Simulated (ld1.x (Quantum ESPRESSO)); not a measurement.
# An all-electron radial function and its pseudo partner (oxygen (O))

Columns: radius, all-electron u(r) and pseudo u(r) of the 2s shell (level -23.75 eV) of oxygen in the configuration [He] 2s2 2p4; LDA (PZ), scalar-relativistic, TM scheme, ld1.x (Quantum ESPRESSO) 7.5.

```csv
r (bohr),all-electron,pseudo
0.105,0.4222,-0.0977
0.210,0.2187,-0.2090
0.315,-0.1258,-0.3464
0.420,-0.4417,-0.5133
0.525,-0.6798,-0.6901
0.630,-0.8361,-0.8358
0.735,-0.9228,-0.9228
0.840,-0.9559,-0.9559
0.945,-0.9506,-0.9506
1.050,-0.9191,-0.9191
1.155,-0.8710,-0.8710
1.260,-0.8132,-0.8132
1.365,-0.7507,-0.7507
1.470,-0.6870,-0.6870
1.575,-0.6244,-0.6244
1.680,-0.5644,-0.5644
1.785,-0.5078,-0.5078
1.890,-0.4551,-0.4551
1.995,-0.4067,-0.4067
2.100,-0.3624,-0.3624
2.205,-0.3222,-0.3222
2.310,-0.2859,-0.2859
2.415,-0.2532,-0.2532
2.520,-0.2240,-0.2240
2.625,-0.1979,-0.1979
2.730,-0.1745,-0.1745
```

Problem. How many radial nodes do the two functions have?

Solution. The all-electron 2s function has n − l − 1 = 1; the pseudo-wave has 0, since the states of the same l below it are removed with the core.

Problem. At about which radius was the pseudo-wave matched?

Solution. 0.80 bohr. The columns agree to 0.0005 from 0.63 bohr on; several derivatives are matched, so the curves merge somewhat inside the radius.

Problem. Where does each function peak?

Solution. Outermost all-electron maximum near 0.84 bohr, pseudo maximum near 0.84 bohr (to the table’s step).

Problem. Is the pseudo-wave norm-conserving?

Solution. Yes: the TM scheme keeps the norm inside the radius equal to the all-electron one, which fixes the energy derivative of the logarithmic derivative at the level.
